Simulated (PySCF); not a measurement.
**Relaxation of triplet [CoN2]-**

Level of theory: UPBE0 in PySCF with Co def2-TZVPD, N def2-TZVPD; no relativity; density-fitted integrals. A (50,194) grid was used.

A hand-made linear start, of D∞h symmetry, held to at least that symmetry:

```xyz
3
charge -1 multiplicity 3, angstrom
Co    0.0000    0.0000    0.0000
N     0.0000    0.0000    1.6300
N     0.0000    0.0000   -1.6300
```

At each step, columns x, y, z (Å) and Fx, Fy, Fz (eV/Å):

```
step 0  E − E(last) = 11.92 kJ/mol
Co   0.000   0.000   0.000   0.000   0.000   0.000
N    0.000   0.000   1.630   0.000   0.000  -2.139
N    0.000   0.000  -1.630   0.000   0.000   2.139
step 1  E − E(last) = 0.03 kJ/mol
Co   0.000   0.000   0.000   0.000   0.000   0.000
N    0.000   0.000   1.578   0.000   0.000  -0.119
N    0.000   0.000  -1.578   0.000   0.000   0.119
step 2  E − E(last) = 0.00 kJ/mol
Co   0.000   0.000   0.000   0.000   0.000   0.002
N    0.000   0.000   1.575   0.000   0.000   0.023
N    0.000   0.000  -1.575   0.000   0.000  -0.024
step 3  E − E(last) = 0.00 kJ/mol
Co   0.000   0.000   0.000   0.000   0.000   0.000
N    0.000   0.000   1.576   0.000   0.000  -0.001
N    0.000   0.000  -1.576   0.000   0.000   0.001
```

It ends at D∞h with Co–N 1.576 Å (×2); N–Co–N 180.0°. A frequency run shows 2 imaginary modes (one degenerate set), down to 147i cm⁻¹, so it is a higher-order saddle point. Other isomers or separated fragments may lie lower.

With open d or f shells other occupations or spin states may lie lower.
